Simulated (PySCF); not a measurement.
A species of formula C8H17P has this rotational fingerprint, computed with PBE0/pcSseg-1 in PySCF (dipole) on a GFN2-xTB geometry, gas phase:

| Item | Value |
| --- | --- |
| Rotational constants | A = 2547, B = 847.5, C = 696.0 MHz |
| Dipole components | \|μa\| = 0.35 D, \|μb\| = 0.03 D, \|μc\| = 1.20 D |
| Inertial defect | -68.62 u·Å² |
| κ | -0.84 |

Problem. Which candidate fits, each taken in the one conformer that was computed?
A. `[CH3:1][C:2]([CH3:3])=[P:4][CH2:5][C:6]([CH3:7])([CH3:8])[CH3:9]` with C2–P4–C5–C6 180°
B. `[CH3:1][CH2:2][CH2:3][CH2:4][P:5]([CH3:6])[CH:7]1[CH2:8][CH2:9]1` with C1–C2–C3–C4 180°, C2–C3–C4–P5 176°, C3–C4–P5–C6 175°, C4–P5–C7–C8 -102°
C. `[CH3:1][P:2]([CH3:3])[CH:4]1[CH2:5][CH2:6][CH2:7][CH2:8][CH2:9]1` with C1–P2–C4–C5 167°, P2–C4–C5–C6 179°, C4–C5–C6–C7 -58°, C5–C6–C7–C8 57°, C6–C7–C8–C9 -57°

Solution. C. It is CP(C)C1CCCCC1, an asymmetric top. The candidates at the same level (rigid rotor, commonest isotopes):

```csv
SMILES,A (MHz),B (MHz),C (MHz),μa (D),μb (D),μc (D),Δ (u·Å²),point group,rotor
CCCCP(C)C1CC1,2043,687.8,549.5,0.17,0.01,1.22,-62.49,C1,asymmetric top
CC(C)=PCC(C)(C)C,2717,680.3,623.9,0.47,1.55,0.00,-118.91,near Cs,near-prolate asymmetric top
CP(C)C1CCCCC1,2547,847.5,696.0,0.35,0.03,1.20,-68.62,near Cs,asymmetric top
```

`CCCCP(C)C1CC1` has C 21 % too low; `CC(C)=PCC(C)(C)C` has B 20 % too low. No structure here is proved a minimum.
